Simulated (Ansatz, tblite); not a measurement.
Cost and result up the ladder for `CCCCCCCCCC[SeH]` (33 atoms). The state is a singlet with charge 0. Geometry: PBE-D4/def2-SVP.

Ansatz on 4 threads of Arm Neoverse V1 on a shared host; xTB runs through tblite on one thread. Times are rough, summed over both states, and most runs start from the orbitals of an earlier one. PBE0-D4/def2-SVP serves as the yardstick here, not as an exact answer. The other state is a triplet.

The xTB rows come from tblite.

xTB has no spin-polarisation term.

```
           level  functions  wall time  vertical triplet (eV)  difference from PBE0-D4/def2-SVP (eV)
        GFN2-xTB         71    0.034 s                   4.31                                  -0.21
        GFN1-xTB         93    0.045 s                   4.99                                   0.48
 PBE-D4/def2-SVP        282       16 s                   4.41                                  -0.11
PBE0-D4/def2-SVP        282       35 s                   4.51                                   0.00
```
